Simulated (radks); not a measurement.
Results of a calculation; reference values are marked as such.
Ionisation of V2+, [Ar] 3d3, to V3+, [Ar] 3d2, under several functionals. Dirac Kohn-Sham, spin-unpolarised, spherical densities, finite nucleus; open shells fill j = l - 1/2 first; a radial shooting solver on a logarithmic mesh with Libxc functionals.

functional         E(V2+) (hartree)  Exc (hartree)  IE (eV)  -e(HOMO) (eV)  <r> HOMO (bohr)  IE error (eV)
PBEsol                   -947.19238      -43.75714   28.876         21.287            1.315         -0.435
PBE                      -948.20958      -44.79554   28.923         21.336            1.320         -0.388
exchange-only LDA        -944.44286      -40.94110   27.629         20.146            1.334         -1.682
revPBE                   -948.34745      -44.93952   28.827         21.231            1.319         -0.484
AM05                     -946.42197      -42.97106   28.874         21.283            1.313         -0.437

NIST Atomic Spectra Database: 29.311 eV (measured). Closest: PBE. The Delta-SCF values span 1.29 eV, the total energies 3.90 hartree. The highest occupied level is 3d3/2. Spin polarisation and multiplet splitting are left out, so open shells lie too high by an amount that depends on their filling.

Beside tabulated values, note that spin-unpolarised runs miss the spin-polarisation part of the exchange energy of open shells.
